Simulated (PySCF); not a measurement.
Isomers C$_{10}$H$_{16}$:

A. limonene (C=C(C)[C@@H]1CC=C(C)CC1)
B. SMILES C=C1CC[C@H]2C[C@@H]1C2(C)C
C. SMILES C1C[C@@H]2[C@@H]3CC[C@@H](C3)[C@@H]2C1

Spectrum 1. ¹H NMR (300 MHz, computed): δ 5.01 (m, 1H), 4.96 (m, 1H), 2.59 (m, 1H), 2.22 (m, 1H), 2.19 (m, 1H), 2.10 (m, 1H), 1.78 (m, 1H), 1.69 (m, 1H), 1.67 (m, 1H), 1.40 (m, 1H), 1.20 (s, 3H), 0.69 (s, 3H). ¹³C{¹H} NMR (computed): δ 161.0 (C), 113.8 (CH2), 52.8 (CH), 40.9 (CH), 40.8 (C), 27.2 (CH2), 27.1 (CH3), 26.7 (CH2), 26.1 (CH2), 23.3 (CH3).

Spectrum 2. ¹H NMR (300 MHz, computed): δ 2.18 (m, 2H), 1.85 (m, 2H), 1.53 (m, 2H), 1.47 (m, 1H), 1.42 (m, 2H), 1.36 (m, 1H), 1.34 (m, 1H), 1.33 (m, 2H), 1.23 (m, 2H), 1.15 (m, 1H). ¹³C{¹H} NMR (computed): δ 47.6 (CH), 44.7 (CH), 44.5 (CH2), 30.0 (CH2), 29.6 (CH2), 25.4 (CH2).

Spectrum 3. ¹H NMR (300 MHz, computed): δ 5.70 (m, 1H), 5.14 (m, 1H), 4.99 (m, 1H), 2.14 (m, 1H), 2.01 (m, 1H), 2.00 (m, 1H), 1.79 (m, 1H), 1.76 (m, 1H), 1.73 (s, 3H), 1.70 (s, 3H), 1.41 (m, 1H), 1.37 (m, 1H). ¹³C{¹H} NMR (computed): δ 159.4 (C), 141.5 (C), 130.2 (CH), 118.4 (CH2), 45.6 (CH), 33.4 (CH2), 33.0 (CH2), 29.9 (CH2), 26.3 (CH3), 19.0 (CH3).

Computed data (PySCF): geometry from PBE0-D3(BJ)/def2-SVP, σ from GIAO-PBE0/pcSseg-1. Non-relativistic, one computed conformer, in vacuum, averaged over atoms made equivalent by symmetry, fast rotation or ring inversion.

Shifts are taken against calculated references (same method and geometry level): ¹H (σref 31.27) and ¹³C (σref 184.41) against TMS. Where no couplings were computed, multiplicities follow the n + 1 count of equivalent neighbours, and m marks all less simple cases (inequivalent or close neighbours, rings, F or P nearby). Shifts are as computed. Against solution values, carbons near 30 ppm lie about +2 ppm off and those near 130 ppm about +5 ppm. Of 1211 compounds with measured shifts, 218 miss one by over three times the rms of a fit or turn the order of signals round; such compounds aren't used in these exercises.

Match each spectrum to its structure.

Results:

1–B, 2–C, 3–A.

- Spectrum 1 (B): 10 ¹³C signals; δC 161.0 is a fully substituted alkene carbon; δC 113.8 is a terminal =CH2 carbon.
- Spectrum 2 (C): 6 ¹³C signals; δC 47.6 is an sp3 CH in a ring; δC 44.7 is an sp3 CH in a ring.
- Spectrum 3 (A): 10 ¹³C signals; δC 159.4 is a fully substituted alkene carbon; δC 141.5 is a fully substituted alkene carbon.
